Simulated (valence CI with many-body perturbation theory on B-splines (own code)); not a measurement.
**Missing levels of Tl73+**

Method: configuration interaction combined with many-body perturbation theory (CI+MBPT): six valence electrons over a frozen Dirac-Fock core [He], radial functions for each j: 9 s, 9 p, 8 d, 6 f, 3 g, 1 h, with the one-electron correlation potential Σ1, the two-electron term Σ2, the three-electron term Σ3, Breit, model QED; selected CI, second order for the rest, scaled by the run's own slope (own B-spline code, finite nucleus).

No measured spectrum was set against this ion. As an estimate, large intervals hold to a few tenths of a per cent, small ones and those within an open d or f shell to about a per cent. Among the levels kept, up to 1900 cm⁻¹ of a level comes from second order outside the variational space, and about a tenth of that is noise between levels of different J, which matters for small intervals.

```
                         Level  E (eV)
    (2s^2 2p1/2^2 2p3/2^2) J=2       0
    (2s^2 2p1/2^2 2p3/2^2) J=0      70
      (2s^2 2p1/2 2p3/2^3) J=1       ?
      (2s^2 2p1/2 2p3/2^3) J=2       ?
      (2s 2p1/2^2 2p3/2^3) J=2    2604
      (2s 2p1/2^2 2p3/2^3) J=1       ?
            (2s^2 2p3/2^4) J=0    4320
        (2s 2p1/2 2p3/2^4) J=0    4753
        (2s 2p1/2 2p3/2^4) J=1    4794
         (2p1/2^2 2p3/2^4) J=0    5347
   (2s^2 2p1/2^2 2p3/2 3s) J=2   10373
   (2s^2 2p1/2^2 2p3/2 3s) J=1       ?
(2s^2 2p1/2^2 2p3/2 3p1/2) J=1   10515
(2s^2 2p1/2^2 2p3/2 3p1/2) J=2   10516
(2s^2 2p1/2^2 2p3/2 3p3/2) J=3       ?
(2s^2 2p1/2^2 2p3/2 3p3/2) J=1   11128
(2s^2 2p1/2^2 2p3/2 3p3/2) J=2   11160
(2s^2 2p1/2^2 2p3/2 3p3/2) J=0       ?
(2s^2 2p1/2^2 2p3/2 3d3/2) J=2   11262
(2s^2 2p1/2^2 2p3/2 3d3/2) J=3   11271
```

Levels are named by their leading jj configuration (3d3/2^4 stands for four electrons in 3d with j = 3/2), which in mixed levels can hold well under half, so a name can repeat and another be missing.

Problem. The levels stand in rising order. What does the calculation give for the missing energies?

Solution. (2s^2 2p1/2 2p3/2^3) J=1 2134; (2s^2 2p1/2 2p3/2^3) J=2 2153; (2s 2p1/2^2 2p3/2^3) J=1 2700; (2s^2 2p1/2^2 2p3/2 3s) J=1 10383; (2s^2 2p1/2^2 2p3/2 3p3/2) J=3 11127; (2s^2 2p1/2^2 2p3/2 3p3/2) J=0 11190.
